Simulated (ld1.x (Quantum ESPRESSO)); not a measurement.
## nitrogen (N): ultrasoft pseudisation with PBEsol, scalar-relativistic reference atom.

| Quantity | Value |
| --- | --- |
| Element | nitrogen (N) |
| Generator | ld1.x (Quantum ESPRESSO) 7.5 |
| Type | ultrasoft |
| Functional | PBEsol |
| Relativity | scalar-relativistic |
| Frozen core | [He] |
| Valence charge | 5 |
| Reference configuration | 2s2 2p3 |
| Partial waves | 2s (bound): rcut 0.65, rcutus 0.70 bohr; 2s channel at 2.85 Ry: rcut 0.65, rcutus 0.70 bohr; 2p (bound): rcut 2.05, rcutus 2.25 bohr; 2p channel at 0.85 Ry: rcut 2.05, rcutus 2.25 bohr; 3d channel at 0.4 Ry: rcut 1.65, rcutus 2.20 bohr; 3d channel at 2.5 Ry: rcut 1.65, rcutus 2.20 bohr |
| Local potential | all-electron potential smoothed inside 1.60 bohr (lloc = -1) |
| Core correction | none |
| Augmentation charge | PSQ, inside the norm-conserving radii |

- Cutoffs needed: 70 Ry and 90 Ry (the cutoffs (Ry, on a coarse ladder) from which the occupation-weighted sum of valence levels, in a spherical-Bessel basis at the reference potential, stays within 10 and 1 mRy of its value at 400 Ry)
- Ghost test: no extra level below or beside the all-electron valence levels (s, p, d, f tested) (spherical-Bessel basis up to 400 Ry, 20 bohr box)
- Configuration tests: 3 of 7 tests not solved or not reliable (2 of them converged, to errors over 20 eV); not counted: 2s2 2p1 (solver errors, printed error -35.4 eV); 2s2 2p0 (converged, but collapsed or in another state, printed error -25.9 eV); 2s1 2p0 (converged, but collapsed or in another state, printed error -35.6 eV)
- Lowest eigenvalue of the overlap operator: 0.25 (p channel)
- Density cutoff estimated by the generator: 694 Ry
